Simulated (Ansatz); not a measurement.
Ansatz (a first-principles code) input (B3LYP-D3(BJ)/def2-TZVP):

Ansatz 0.2 input:
```yaml
crystal:
  periodic: [false, false, false]
  atoms:
    - {symbol: C, position_ang: [-1.72005582, 0.41752145, -0.06113926]}
    - {symbol: C, position_ang: [-0.41668574, -0.25177457, -0.46683736]}
    - {symbol: C, position_ang: [0.69319828, -0.11882917, 0.56855793]}
    - {symbol: C, position_ang: [2.04280293, -0.52907475, -0.01534802]}
    - {symbol: Cl, position_ang: [2.51286549, 0.89928349, -1.14307906]}
    - {symbol: Cl, position_ang: [-0.76281321, -1.97864095, -0.75945814]}
    - {symbol: H, position_ang: [-1.55851045, 1.49068010, 0.03330040]}
    - {symbol: H, position_ang: [-2.49541699, 0.24259313, -0.80625606]}
    - {symbol: H, position_ang: [-2.06312165, 0.02736620, 0.89672897]}
    - {symbol: H, position_ang: [-0.06497846, 0.13511953, -1.42720373]}
    - {symbol: H, position_ang: [0.47840438, -0.78022216, 1.41961255]}
    - {symbol: H, position_ang: [0.63921193, 0.92419679, 0.94455037]}
    - {symbol: H, position_ang: [2.78685540, -0.38752703, 0.81051381]}
basis:
  gaussian:
    orbitals: def2-TZVP
hamiltonian:
  xc: b3lyp
  dispersion: d3bj
total_charge: -1
relax: {f_tol: 0.002, max_steps: 150}
```

Output:

```
Functional definition: B3LYP
integrals: 0.21 GiB planned
1554 factors; their error is unknown
0.32 GiB of the device are held for the grids
1.47 GiB of device memory are held for the factors and their scratch space
mean field: 1.36 GiB planned
mean field evaluation 1: about -29302.1694 eV, gradient 5.7e1 eV
mean field evaluation 2: about -29286.1587 eV, gradient 9.0e1 eV
mean field evaluation 4: about -29310.1071 eV, gradient 5.6e0 eV
mean field evaluation 8: about -29310.1773 eV, gradient 1.7e-1 eV
mean field evaluation 16: about -29310.2080 eV, gradient 7.2e-4 eV
mean field -29310.20797189 eV, -1077.1302757944 hartree, gradient 2.1e-5 eV, S^2 0.000000; 0 other end points of the search recorded, 0 dependent functions left out
the calculation of the forces begins
reference -29310.20827050 eV, -1077.1302867680 hartree; 33, 33 occupied and 207, 207 virtual orbitals, 1554 factors
relax step   1: F+E_penalty+E_count = -29310.80933145 eV  Δ(F+E_penalty+E_count) = +0.000e0 eV  max|allowed force component| = 1.064e0 eV/Å  Δτ_max = 0.0000 Å  (31 SCF iters, accepted)
these checks for a lower state are left out or cut short: starts, cluster_reference, orbital_swaps, neighbouring_geometries, increment
integrals: 0.21 GiB planned
1554 factors; their error is unknown
0.32 GiB of the device are held for the grids
1.47 GiB of device memory are held for the factors and their scratch space
mean field: 1.36 GiB planned
mean field -29310.27419398 eV, -1077.1327094114 hartree, gradient 1.9e-5 eV, S^2 0.000000; 0 other end points of the search recorded, 0 dependent functions left out
the calculation of the forces begins
reference -29310.27449686 eV, -1077.1327205420 hartree; 33, 33 occupied and 207, 207 virtual orbitals, 1554 factors
relax step   2: F+E_penalty+E_count = -29310.86363257 eV  Δ(F+E_penalty+E_count) = -5.430e-2 eV  max|allowed force component| = 7.154e-1 eV/Å  Δτ_max = 0.0930 Å  (32 SCF iters, accepted)
these checks for a lower state are left out or cut short: starts, cluster_reference, orbital_swaps, neighbouring_geometries, increment
integrals: 0.21 GiB planned
1554 factors; their error is unknown
0.32 GiB of the device are held for the grids
1.47 GiB of device memory are held for the factors and their scratch space
mean field: 1.35 GiB planned
mean field evaluation 32: about -29310.2952 eV, gradient 7.5e-3 eV
mean field -29310.29515033 eV, -1077.1334795432 hartree, gradient 1.7e-5 eV, S^2 0.000000; 0 other end points of the search recorded, 0 dependent functions left out
the calculation of the forces begins
reference -29310.29545335 eV, -1077.1334906789 hartree; 33, 33 occupied and 207, 207 virtual orbitals, 1554 factors
relax step   3: F+E_penalty+E_count = -29310.88413160 eV  Δ(F+E_penalty+E_count) = -2.050e-2 eV  max|allowed force component| = 4.136e-1 eV/Å  Δτ_max = 0.0273 Å  (32 SCF iters, accepted)
these checks for a lower state are left out or cut short: starts, cluster_reference, orbital_swaps, neighbouring_geometries, increment
integrals: 0.21 GiB planned
1554 factors; their error is unknown
0.32 GiB of the device are held for the grids
1.47 GiB of device memory are held for the factors and their scratch space
mean field: 1.35 GiB planned
mean field -29310.30701570 eV, -1077.1339155875 hartree, gradient 1.8e-5 eV, S^2 0.000000; 0 other end points of the search recorded, 0 dependent functions left out
the calculation of the forces begins
reference -29310.30731867 eV, -1077.1339267211 hartree; 33, 33 occupied and 207, 207 virtual orbitals, 1554 factors
relax step   4: F+E_penalty+E_count = -29310.89497017 eV  Δ(F+E_penalty+E_count) = -1.084e-2 eV  max|allowed force component| = 8.771e-2 eV/Å  Δτ_max = 0.0392 Å  (33 SCF iters, accepted)
these checks for a lower state are left out or cut short: starts, cluster_reference, orbital_swaps, neighbouring_geometries, increment
integrals: 0.21 GiB planned
1554 factors; their error is unknown
0.32 GiB of the device are held for the grids
1.47 GiB of device memory are held for the factors and their scratch space
mean field: 1.35 GiB planned
mean field -29310.30079392 eV, -1077.1336869410 hartree, gradient 1.7e-5 eV, S^2 0.000000; 0 other end points of the search recorded, 0 dependent functions left out
the calculation of the forces begins
reference -29310.30109552 eV, -1077.1336980248 hartree; 33, 33 occupied and 207, 207 virtual orbitals, 1554 factors
relax step   5: F+E_penalty+E_count = -29310.89090558 eV  Δ(F+E_penalty+E_count) = +4.065e-3 eV  max|allowed force component| = 1.803e-1 eV/Å  Δτ_max = 0.0491 Å  (33 SCF iters, rejected (line search))
these checks for a lower state are left out or cut short: starts, cluster_reference, orbital_swaps, neighbouring_geometries, increment
integrals: 0.21 GiB planned
1554 factors; their error is unknown
0.32 GiB of the device are held for the grids
1.47 GiB of device memory are held for the factors and their scratch space
mean field: 1.35 GiB planned
mean field -29310.30808210 eV, -1077.1339547769 hartree, gradient 1.7e-5 eV, S^2 0.000000; 0 other end points of the search recorded, 0 dependent functions left out
the calculation of the forces begins
reference -29310.30838462 eV, -1077.1339658942 hartree; 33, 33 occupied and 207, 207 virtual orbitals, 1554 factors
relax step   6: F+E_penalty+E_count = -29310.89643273 eV  Δ(F+E_penalty+E_count) = -1.463e-3 eV  max|allowed force component| = 3.106e-2 eV/Å  Δτ_max = 0.0238 Å  (32 SCF iters, accepted)
these checks for a lower state are left out or cut short: starts, cluster_reference, orbital_swaps, neighbouring_geometries, increment
integrals: 0.21 GiB planned
1554 factors; their error is unknown
0.32 GiB of the device are held for the grids
1.47 GiB of device memory are held for the factors and their scratch space
mean field: 1.35 GiB planned
mean field -29310.30871482 eV, -1077.1339780288 hartree, gradient 1.7e-5 eV, S^2 0.000000; 0 other end points of the search recorded, 0 dependent functions left out
the calculation of the forces begins
reference -29310.30901690 eV, -1077.1339891302 hartree; 33, 33 occupied and 207, 207 virtual orbitals, 1554 factors
relax step   7: F+E_penalty+E_count = -29310.89724555 eV  Δ(F+E_penalty+E_count) = -8.128e-4 eV  max|allowed force component| = 2.356e-2 eV/Å  Δτ_max = 0.0399 Å  (33 SCF iters, accepted)
these checks for a lower state are left out or cut short: starts, cluster_reference, orbital_swaps, neighbouring_geometries, increment
integrals: 0.21 GiB planned
1554 factors; their error is unknown
0.32 GiB of the device are held for the grids
1.47 GiB of device memory are held for the factors and their scratch space
mean field: 1.35 GiB planned
mean field evaluation 64: about -29310.2805 eV, gradient 2.9e-2 eV
mean field -29310.31011569 eV, -1077.1340295100 hartree, gradient 1.9e-5 eV, S^2 0.000000; 0 other end points of the search recorded, 0 dependent functions left out
the calculation of the forces begins
reference -29310.31041735 eV, -1077.1340405955 hartree; 33, 33 occupied and 207, 207 virtual orbitals, 1554 factors
relax step   8: F+E_penalty+E_count = -29310.89814635 eV  Δ(F+E_penalty+E_count) = -9.008e-4 eV  max|allowed force component| = 2.476e-2 eV/Å  Δτ_max = 0.0700 Å  (32 SCF iters, accepted)
these checks for a lower state are left out or cut short: starts, cluster_reference, orbital_swaps, neighbouring_geometries, increment
integrals: 0.21 GiB planned
1554 factors; their error is unknown
0.32 GiB of the device are held for the grids
1.47 GiB of device memory are held for the factors and their scratch space
mean field: 1.35 GiB planned
mean field -29310.31053376 eV, -1077.1340448738 hartree, gradient 1.8e-5 eV, S^2 0.000000; 0 other end points of the search recorded, 0 dependent functions left out
the calculation of the forces begins
reference -29310.31083521 eV, -1077.1340559516 hartree; 33, 33 occupied and 207, 207 virtual orbitals, 1554 factors
relax step   9: F+E_penalty+E_count = -29310.89837098 eV  Δ(F+E_penalty+E_count) = -2.246e-4 eV  max|allowed force component| = 1.504e-2 eV/Å  Δτ_max = 0.0386 Å  (32 SCF iters, accepted)
these checks for a lower state are left out or cut short: starts, cluster_reference, orbital_swaps, neighbouring_geometries, increment
integrals: 0.21 GiB planned
1554 factors; their error is unknown
0.32 GiB of the device are held for the grids
1.47 GiB of device memory are held for the factors and their scratch space
mean field: 1.35 GiB planned
mean field -29310.31042874 eV, -1077.1340410142 hartree, gradient 1.8e-5 eV, S^2 0.000000; 0 other end points of the search recorded, 0 dependent functions left out
the calculation of the forces begins
reference -29310.31073010 eV, -1077.1340520891 hartree; 33, 33 occupied and 207, 207 virtual orbitals, 1554 factors
relax step  10: F+E_penalty+E_count = -29310.89841172 eV  Δ(F+E_penalty+E_count) = -4.074e-5 eV  max|allowed force component| = 1.172e-2 eV/Å  Δτ_max = 0.0142 Å  (34 SCF iters, accepted)
these checks for a lower state are left out or cut short: starts, cluster_reference, orbital_swaps, neighbouring_geometries, increment
integrals: 0.21 GiB planned
1554 factors; their error is unknown
0.32 GiB of the device are held for the grids
1.47 GiB of device memory are held for the factors and their scratch space
mean field: 1.35 GiB planned
mean field -29310.31058248 eV, -1077.1340466639 hartree, gradient 1.7e-5 eV, S^2 0.000000; 0 other end points of the search recorded, 0 dependent functions left out
the calculation of the forces begins
reference -29310.31088388 eV, -1077.1340577402 hartree; 33, 33 occupied and 207, 207 virtual orbitals, 1554 factors
relax step  11: F+E_penalty+E_count = -29310.89842204 eV  Δ(F+E_penalty+E_count) = -1.033e-5 eV  max|allowed force component| = 7.170e-3 eV/Å  Δτ_max = 0.0024 Å  (34 SCF iters, accepted)
these checks for a lower state are left out or cut short: starts, cluster_reference, orbital_swaps, neighbouring_geometries, increment
integrals: 0.21 GiB planned
1554 factors; their error is unknown
0.32 GiB of the device are held for the grids
1.47 GiB of device memory are held for the factors and their scratch space
mean field: 1.35 GiB planned
mean field evaluation 96: about -29310.3105 eV, gradient 1.7e-5 eV
mean field -29310.31048880 eV, -1077.1340432213 hartree, gradient 1.7e-5 eV, S^2 0.000000; 0 other end points of the search recorded, 0 dependent functions left out
the calculation of the forces begins
reference -29310.31079015 eV, -1077.1340542958 hartree; 33, 33 occupied and 207, 207 virtual orbitals, 1554 factors
relax step  12: F+E_penalty+E_count = -29310.89842358 eV  Δ(F+E_penalty+E_count) = -1.536e-6 eV  max|allowed force component| = 2.731e-3 eV/Å  Δτ_max = 0.0011 Å  (34 SCF iters, accepted)
these checks for a lower state are left out or cut short: starts, cluster_reference, orbital_swaps, neighbouring_geometries, increment
integrals: 0.21 GiB planned
1554 factors; their error is unknown
0.32 GiB of the device are held for the grids
1.47 GiB of device memory are held for the factors and their scratch space
mean field: 1.35 GiB planned
mean field -29310.31051875 eV, -1077.1340443219 hartree, gradient 1.7e-5 eV, S^2 0.000000; 0 other end points of the search recorded, 0 dependent functions left out
the calculation of the forces begins
reference -29310.31082012 eV, -1077.1340553971 hartree; 33, 33 occupied and 207, 207 virtual orbitals, 1554 factors
relax step  13: F+E_penalty+E_count = -29310.89842637 eV  Δ(F+E_penalty+E_count) = -2.793e-6 eV  max|allowed force component| = 1.077e-3 eV/Å  Δτ_max = 0.0008 Å  (34 SCF iters, accepted)
integrals: 0.21 GiB planned
1554 factors; their error is unknown
0.32 GiB of the device are held for the grids
1.47 GiB of device memory are held for the factors and their scratch space
mean field: 1.35 GiB planned
mean field evaluation 128: about -29310.3105 eV, gradient 4.6e-4 eV
mean field -29310.31051875 eV, -1077.1340443219 hartree, gradient 1.7e-5 eV, S^2 0.000000; 1 other end points of the search recorded, 0 dependent functions left out
the calculation of the forces begins
reference -29310.31082012 eV, -1077.1340553971 hartree; 33, 33 occupied and 207, 207 virtual orbitals, 1554 factors
Total energy: -29310.89872774 eV, -1077.1556606038 hartree
Atom 0 at    -1.689710     0.456689    -0.086177 Å, force     0.000605    -0.001077    -0.000118 eV/Å
Atom 1 at    -0.438065    -0.317780    -0.452392 Å, force     0.000036    -0.000003    -0.000056 eV/Å
Atom 2 at     0.706554    -0.186165     0.551959 Å, force    -0.000823    -0.000254    -0.000028 eV/Å
Atom 3 at     2.071509    -0.476490    -0.032207 Å, force     0.000712     0.000562    -0.000033 eV/Å
Atom 4 at     2.482402     1.159670    -1.051012 Å, force     0.000018     0.000142    -0.000466 eV/Å
Atom 5 at    -0.922657    -2.088302    -0.676915 Å, force     0.000067     0.000629     0.000372 eV/Å
Atom 6 at    -1.445207     1.521616    -0.049916 Å, force     0.000257     0.000303     0.000021 eV/Å
Atom 7 at    -2.486123     0.302368    -0.816220 Å, force     0.000009    -0.000021    -0.000018 eV/Å
Atom 8 at    -2.058285     0.157377     0.897916 Å, force    -0.000276     0.000040     0.000161 eV/Å
Atom 9 at    -0.073434    -0.031641    -1.435723 Å, force     0.000042     0.000187    -0.000082 eV/Å
Atom 10 at     0.538107    -0.900129     1.369322 Å, force    -0.000231    -0.000114     0.000147 eV/Å
Atom 11 at     0.589655     0.825836     0.993680 Å, force    -0.000178     0.000220     0.000137 eV/Å
Atom 12 at     2.797010    -0.332356     0.781629 Å, force    -0.000237    -0.000613    -0.000036 eV/Å
Dipole moment:    -1.200759     0.152170     0.284420 e Å
```

It need not be the lowest isomer of its formula. Whether it binds its extra electron was not tested at this geometry.
